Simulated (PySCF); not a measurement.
Input file for PySCF: D3(BJ) and D4 dispersion corrections on BrH5Si (a complex), monomers drawn apart or pushed together.

```python
from pyscf import gto
from pyscf.dispersion import dftd3, dftd4

mol = gto.M(
    atom='''
    Si    0.21561361   -0.23727616    0.01070586
    H     0.80358519   -1.54370942    0.37642308
    H    -0.99321581   -0.00538389    0.84144561
    H    -0.18081622   -0.23855966   -1.41453560
    H     1.18768323    0.84669029    0.26766979
    Br   -0.07293025   -0.02322748    4.49795513
    H    -0.73445601    0.03612538    3.23456293
    ''',
    basis='def2-svp',
    charge=0, spin=0, verbose=0, max_memory=1800)
d3, d4 = {}, {}
for xc in ['hf', 'pbe', 'blyp', 'revpbe', 'tpss', 'r2scan', 'b3lyp', 'pbe0', 'bhlyp', 'camb3lyp', 'b2plyp']:
    d3[xc] = float(dftd3.DFTD3Dispersion(mol, xc=xc, version='d3bj', atm=False).get_dispersion()['energy'])
    print(f'D3(BJ) {xc:10s} {d3[xc]:14.8f} Eh')
for xc in ['hf', 'pbe', 'blyp', 'revpbe', 'tpss', 'r2scan', 'b3lyp', 'pbe0', 'bhlyp', 'camb3lyp', 'b2plyp']:
    d4[xc] = float(dftd4.DFTD4Dispersion(mol, xc={'camb3lyp': 'cam-b3lyp'}.get(xc, xc), atm=True).get_dispersion()['energy'])
    print(f'D4     {xc:10s} {d4[xc]:14.8f} Eh')
```

The log:

```
D3(BJ) hf            -0.02560647 Eh
D3(BJ) pbe           -0.00324283 Eh
D3(BJ) blyp          -0.00687769 Eh
D3(BJ) revpbe        -0.00791821 Eh
D3(BJ) tpss          -0.00418044 Eh
D3(BJ) r2scan        -0.00101563 Eh
D3(BJ) b3lyp         -0.00563444 Eh
D3(BJ) pbe0          -0.00291595 Eh
D3(BJ) bhlyp         -0.00439423 Eh
D3(BJ) camb3lyp      -0.00280416 Eh
D3(BJ) b2plyp        -0.00267121 Eh
D4     hf            -0.00882779 Eh
D4     pbe           -0.00266425 Eh
D4     blyp          -0.00567822 Eh
D4     revpbe        -0.00784557 Eh
D4     tpss          -0.00359651 Eh
D4     r2scan        -0.00074799 Eh
D4     b3lyp         -0.00422916 Eh
D4     pbe0          -0.00232537 Eh
D4     bhlyp         -0.00320861 Eh
D4     camb3lyp      -0.00240213 Eh
D4     b2plyp        -0.00191429 Eh
```

The run finished.

Cost: around 0.020 core-seconds (rough).
